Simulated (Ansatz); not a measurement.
**doublet Sc: levels of theory in one basis**

A single Sc atom.

Basis set: cc-pVDZ (spherical functions). Left uncorrelated: 5 orbitals. Correlation on ROHF uses semicanonical orbitals with singles. Charge 0, multiplicity 2.

Computed with Ansatz (development build ahead of 0.2.0); each method stands on the lowest determinant of its kind that the runs found.

```
      method  E − E(ROHF) (eV)  <S²> of the determinant
        ROHF              0.00                     0.75
         UHF             -0.04                     0.91
     UHF-MP2             -4.79                     0.91
   ROHF-CCSD             -5.52                        –
ROHF-CCSD(T)             -5.66                        –
```

Q: What does ROHF-MP2 give on the same scale?

A: -4.90 eV.

Q: Is a single determinant a sound starting point here?

A: Only with care. Unrestricted orbitals gain 0.04 eV and <S²> is 0.91 against 0.75 for a pure state, a contamination that matters most for the unrestricted series.

Caution for UHF, UHF-MP2: the unrestricted determinant is spin contaminated.
